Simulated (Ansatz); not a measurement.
Reaction (cleavage of the B–Al bond): `[BH2][AlH][BH]O` + H–F → `BF` + `O[BH][AlH2]`

Calculated with Ansatz (gas phase, PBE0-D4/def2-TZVP geometries, no zero-point term in ΔE). CBS: MP2 limit from def2 TZ/QZ plus the TZ coupled-cluster correction, frozen cores. This one scheme is used for every species. Functionals use def2-TZVPP. Each species was taken in one conformer, which may not be the lowest.

Q: Is it downhill or uphill in electronic energy at CCSD(T)/CBS, and by how much? (Estimate.)

A: Computed: Downhill: ΔE = -39.7 kcal/mol.

Q: What do these levels give: PBE-D4, r2SCAN0-D4, BHLYP-D4, CAM-B3LYP-D4, BHLYP, LC-ωPBE, HF/def2-SVP, MP2/def2-SVP, CCSD/def2-SVP, MP2/def2-TZVPP, CCSD(T)/def2-TZVPP, MP2/CBS(def2)? (Best estimate.)

A: Computed: PBE-D4 -38.1, r2SCAN0-D4 -41.0, BHLYP-D4 -43.3, CAM-B3LYP-D4 -43.9, BHLYP -44.1, LC-ωPBE -41.1, HF/def2-SVP -48.6, MP2/def2-SVP -48.3, CCSD/def2-SVP -46.6, MP2/def2-TZVPP -42.1, CCSD(T)/def2-TZVPP -40.7, MP2/CBS(def2) -41.1 kcal/mol.

Largest T1 diagnostic among the species: 0.014.

Leaving LDA and LC-ωPBE aside and taking each functional with its dispersion term where it has one, the values, not all of them listed here, spread over 6.2 kcal/mol, from B97M-V to revPBE-D4. LDA lies −0.9 kcal/mol from PBE without D4. The D4 term adds +0.8 kcal/mol with B3LYP and +0.5 kcal/mol with PBE0; it sums over pairs of atoms, weighted by their polarisabilities, and B3LYP, whose exchange is more repulsive, gets the larger term.

B3LYP here is the variant with VWN-RPA as its local correlation; programs differ in this.
